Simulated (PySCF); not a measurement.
C4H6OSi, SMILES O=C1CC=C[SiH2]1.

Geometry: r2SCAN-D4/def2-SVP. This is a generated structure with no PubChem entry under its InChIKey; it may be hypothetical. Other conformers were not sampled.

Two levels are set side by side: TDA-PBE/def2-SVPD (PySCF) and TDA-M06-2X/def2-SVPD (PySCF). Vertical, same geometry. The lowest singlet is HOMO→LUMO 99 % with PBE and HOMO→LUMO 89 % with the other functional; states are paired by order. Differences are taken from unrounded values.

```json
[
 {"quantity": "lowest singlet excitation (eV)", "TDA-M06-2X": "3.04", "TDA-PBE": "3.03", "TDA-PBE minus TDA-M06-2X": "-0.01"},
 {"quantity": "lowest triplet excitation (TDA) (eV)", "TDA-M06-2X": "2.52", "TDA-PBE": "2.41", "TDA-PBE minus TDA-M06-2X": "-0.11"}
]
```

Rough cost on one machine, each run with all the roots and properties that it gave: TDA-M06-2X against TDA-PBE about 8 times.
